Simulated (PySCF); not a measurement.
Ligands exchanged one at a time, Ge OCH3-I. Isolated molecules, 0 K electronic values unless said otherwise. One relaxed conformer stands for each flexible species; it need not be the lowest. Strings in code marks are SMILES.

The S1–T1 gap (TDA) from two functionals at the same geometries (PBE0-D3(BJ)/def2-SVP), both in PySCF: PBE-D3(BJ)/def2-TZVP and M06-2X/def2-TZVP. Excitations are Tamm–Dancoff values on a coarser integration grid. The basis has no diffuse functions, so Rydberg states are missing or too high.

```
species                    M06-2X/def2-TZVP (eV)
-------------------------  ---------------------
0 of 4 OCH3 replaced by I                   0.50
1 of 4 OCH3 replaced by I                   0.43
3 of 4 OCH3 replaced by I                   0.33
```

Q: What does PBE-D3(BJ)/def2-TZVP give for each?

A: 
- 0 of 4 OCH3 replaced by I: 0.31
- 1 of 4 OCH3 replaced by I: 0.34
- 3 of 4 OCH3 replaced by I: 0.28
Over these rows, drawn at random from the members with no instability flagged (it was tested for open shells, ions and some series alone), PBE minus M06-2X: mean -0.11 eV, from -0.19 eV to -0.05 eV.
